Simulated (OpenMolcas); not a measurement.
**Ir5+: moving or changing the point charges**

Ir5+ among 3 point charges of -3 e arranged as a planar triangle (D3h), 1.79 Å from the ion.
```
   1.7900    0.0000    0.0000  -3.00
  -0.8950    1.5502    0.0000  -3.00
  -0.8950   -1.5502    0.0000  -3.00
```

- Program: OpenMolcas
- Method: SS-CASPT2, IPEA 0.25 Eh, imaginary shift 0.1 Eh (closed shells correlated: 4f 5s 5p)
- Basis: ANO-RCC-VDZP [7s6p4d2f]
- Scalar Hamiltonian: DKH2, point nucleus
- Active space: 4 electrons in 5 orbitals (5d)
- State averaging: 2S+1 = 5 even, 5 roots; 2S+1 = 3 even, 45 roots; 2S+1 = 1 even, 50 roots
- Spin-orbit coupling: state interaction with AMFI integrals over the reference wave functions

Runs around this geometry, states (labels of D3, the rotations of D3h). Energies in cm-1 above the lowest state or level, χT in cm3 K/mol.

```tsv
R (Å)	q (e)	Ground state	First state of that spin	First gap with spin-orbit (degeneracies)	χT at 300 K	First state of another spin
1.79	-2.4	5E	5E 21310	2280 (1, 1)	0.124	3A2 11730
1.65	-3	3A2	3E 6290	2990 (1, 2)	0.166	5E 5250
1.79	-3	5E	5E 26410	2470 (1, 1)	0.128	3A2 4710
2	-3	5E	5E 18930	2290 (1, 1)	0.119	3A2 13550
```

Scaling the charges by -2.4 / -3 = 0.80 scales the first state of the same spin by 21310 / 26410 = 0.81; with fixed orbitals a first-order splitting would follow the charge.

The ground state changes within this set.

Roots that are degenerate in the reference are averaged as groups; the widest CASPT2 spread within a group is 180 cm-1 (the 2-fold group of multiplicity 5 near 5250 cm-1 above the lowest state of its run, R = 1.65, q = -3). Shifts and gaps below about the spread of the groups concerned are not significant. Free-ion shares, where given, are those of the reference states; single-state CASPT2 does not remix them. Spin-orbit coupling mixes the spin-free states strongly: the lowest level takes only 66 % from its leading state, 5E (figures for R = 1.79, q = -2.4; the like holds for R = 1.65, q = -3, R = 1.79, q = -3, R = 2, q = -3). An orbital doublet at a regular site is open to a Jahn-Teller distortion, which this geometry leaves out (holds for R = 1.79, q = -2.4; R = 1.79, q = -3; R = 2, q = -3). This shell can be high or low spin here, a state of another spin lies low, and with metal d orbitals alone active their balance is uncertain, so the ground spin may be wrong (holds for R = 1.79, q = -2.4; R = 1.79, q = -3; R = 2, q = -3). Point charges give a weaker field than real ligands, and real ions of this kind are as a rule low spin; the high spin found here belongs to the model (holds for R = 1.79, q = -2.4; R = 1.79, q = -3; R = 2, q = -3). This shell can be high or low spin here, a state of another spin lies low, and with metal d orbitals alone active their balance is uncertain, so the ground spin may be wrong, although the usual error favours high spin (holds for R = 1.65, q = -3). This is an electrostatic model: the charges have no orbitals. No measured value stands beside these numbers.
